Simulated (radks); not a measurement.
Problem. Tb37+, 28 electrons, occupied as [Ar] 3d10. Calculated with a radial shooting solver on a logarithmic mesh with Libxc functionals: Dirac Kohn-Sham, relativistic LDA (MacDonald-Vosko exchange, VWN5 correlation), spin-unpolarised, spherical densities, finite nucleus; Fermi nuclear charge, rms radius 5.06 fm. Some entries of the table are withheld. Estimate them.

orbital  occ.  eigenvalue (eV)  <r> (bohr)  <r^2> (bohr^2)
1s1/2       2        -53062.21     0.02159       0.0006366
2s1/2       2        -10098.61     0.09107        0.009849
2p1/2       2        -9693.277         (1)        0.007123
2p3/2       4        -8951.028         (2)        0.008337
3s1/2       2        -3366.079      0.2351         0.06317
3p1/2       2        -3190.585      0.2241         0.05826
3p3/2       4        -3030.032      0.2362         0.06451
3d3/2       4        -2731.010      0.2075         0.05035
3d5/2       6        -2695.087      0.2113         0.05205
4s1/2       0        -1635.003      0.4683          0.2466
4p1/2       0        -1561.883         (3)          0.2449
4p3/2       0        -1508.311         (4)          0.2628

Solution. 
(1) 2p1/2 <r> (bohr): 0.07591
(2) 2p3/2 <r> (bohr): 0.08278
(3) 4p1/2 <r> (bohr): 0.4650
(4) 4p3/2 <r> (bohr): 0.4819
